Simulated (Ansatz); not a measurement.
`C=C[SiH](F)O[SiH3]` + SiH₄ → `F[SiH]([SiH3])O[SiH3]` + ethylene at 400 K and 1 bar (formal exchange of groups at the Si–C bond).

Gas-phase electronic energies from Ansatz, PBE0-D4/def2-TZVP geometries. CBS: MP2 limit from def2 TZ/QZ plus the TZ coupled-cluster correction, frozen cores. This one scheme is used for every species. Each species was taken in one conformer, which may not be the lowest.

```json
{"species": "`C=C[SiH](F)O[SiH3]`", "CCSD(T)/CBS energy (Eh)": "-833.58428", "H − E (kJ/mol)": "264.2", "S (J/(mol·K))": "450.9"}
{"species": "SiH₄", "CCSD(T)/CBS energy (Eh)": "-291.46306", "H − E (kJ/mol)": "96.9", "S (J/(mol·K))": "218.6"}
{"species": "`F[SiH]([SiH3])O[SiH3]`", "CCSD(T)/CBS energy (Eh)": "-1046.55730", "H − E (kJ/mol)": "217.6", "S (J/(mol·K))": "454.9"}
{"species": "`C=C`", "CCSD(T)/CBS energy (Eh)": "-78.48111", "H − E (kJ/mol)": "149.4", "S (J/(mol·K))": "232.7"}
```

H − E and S are ideal-gas, rigid-rotor, harmonic terms from PBE0-D4/def2-TZVP, for one conformer and one mirror image of each species. 1 Eh = 2625.50 kJ/mol, R = 8.31446 J/(mol·K).

**Question.** By hand: ΔE, ΔH, ΔS and ΔG.

**Answer.** ΔE = (-1046.55730) + (-78.48111) − (-833.58428) − (-291.46306) = 0.00893 Eh = 23.4 kJ/mol. Δ(H − E) = 217.6 + 149.4 − 264.2 − 96.9 = 5.9, so ΔH = 29.3 kJ/mol. ΔS = 454.9 + 232.7 − 450.9 − 218.6 = 18.1 J/(mol·K). ΔG = 29.3 − 400 × (18.1)/1000 = 22.1 kJ/mol.

**Question.** By hand: the equilibrium constant, and the temperature at which ΔG would vanish if ΔH and ΔS stayed fixed.

**Answer.** log₁₀ K = −ΔG/(RT ln 10) = -2.9. ΔG = 0 at ΔH/ΔS = 1619 K, though so small a ΔS makes that figure unsure.

ΔH outweighs TΔS. A doubt of 5 kJ/mol in ΔE shifts log₁₀ K by 0.7 here. Other conformers and mirror images would add mixing entropy, several J/(mol·K) or more a flexible species. Modes under 60 cm⁻¹, often nearly free rotors, make the harmonic entropy too high. These are equilibria of isolated gas molecules and say nothing of rates. Largest T1 diagnostic: 0.013 (customary marks: 0.02 for closed shells, 0.045 for open ones).
